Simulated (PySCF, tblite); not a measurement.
Isomers of C5H12OSSi, one GFN2-xTB conformer each. Single-point energies are computed at PBE0/pcSseg-1 (PySCF, gas phase, no added dispersion term), electronic only.

```json
{"SMILES": "COC[SiH2]SC1CC1", "GFN2-xTB relative energy (kcal/mol)": "69.3"}
{"SMILES": "C[Si]1(C)C[C@@H](S)CO1", "GFN2-xTB relative energy (kcal/mol)": "37.6"}
{"SMILES": "CC(C)[C@@H]1CO[SiH2]S1", "GFN2-xTB relative energy (kcal/mol)": "0.0"}
```

Conformers: `[CH3:1][O:2][CH2:3][SiH2:4][S:5][CH:6]1[CH2:7][CH2:8]1` with C1–O2–C3–Si4 -179°, O2–C3–Si4–S5 175°, C3–Si4–S5–C6 178°, Si4–S5–C6–C7 78°; `[CH3:1][Si:2]1([CH3:3])[CH2:4][C@@H:5]([SH:6])[CH2:7][O:8]1` with C4–C5–S6–H 72°, C1–Si2–C4–C5 100°, Si2–C4–C5–S6 -90°, C4–C5–C7–O8 -38°, C5–C7–O8–Si2 28°; `[CH3:1][CH:2]([CH3:3])[C@@H:4]1[CH2:5][O:6][SiH2:7][S:8]1` with C1–C2–C4–C5 -54°, C2–C4–C5–O6 -164°, C4–C5–O6–Si7 36°, C5–O6–Si7–S8 -12°, O6–Si7–S8–C4 -10°.

Task: What does PBE0/pcSseg-1 give for the same structures?

Result: 
```tsv
SMILES	PBE0/pcSseg-1 E (Eh)	PBE0/pcSseg-1 (kcal/mol)	GFN2-xTB (kcal/mol)	point group
C[Si]1(C)C[C@@H](S)CO1	-960.08266	0.0	37.6	C1
CC(C)[C@@H]1CO[SiH2]S1	-960.07755	3.2	0.0	C1
COC[SiH2]SC1CC1	-959.98855	59.1	69.3	C1
```

GFN2-xTB puts CC(C)[C@@H]1CO[SiH2]S1 lowest instead; measured from each level's own lowest isomer, the values differ by up to 37.6 kcal/mol (C[Si]1(C)C[C@@H](S)CO1: 37.6 against 0.0). As drawn, the lowest has an S–H bond and an Si–O bond, which the highest lacks; the highest has a three-membered ring, which the lowest lacks.

Task: Which frontier levels, dipoles and rotational constants go with these structures?

Result: 
```csv
SMILES,"HOMO (eV, PBE0/pcSseg-1)",LUMO (eV),dipole (D),"A, B, C (MHz)"
C[Si]1(C)C[C@@H](S)CO1,-6.71,0.75,2.00,"2393, 1012, 902.8"
CC(C)[C@@H]1CO[SiH2]S1,-6.83,0.07,1.37,"2767, 986.0, 763.2"
COC[SiH2]SC1CC1,-6.74,0.53,0.45,"5427, 505.3, 481.4"
```

Task: What happens when harmonic zero-point energies from GFN2-xTB frequencies are added?

Result: 
```tsv
SMILES	ZPE (kcal/mol)	electronic (kcal/mol)	with ZPE (kcal/mol)
C[Si]1(C)C[C@@H](S)CO1	100.3	0.0	0.0
CC(C)[C@@H]1CO[SiH2]S1	101.4	3.2	4.3
COC[SiH2]SC1CC1	98.4	59.1	57.1
```

The zero-point energies span 3.0 kcal/mol. The order is unchanged.
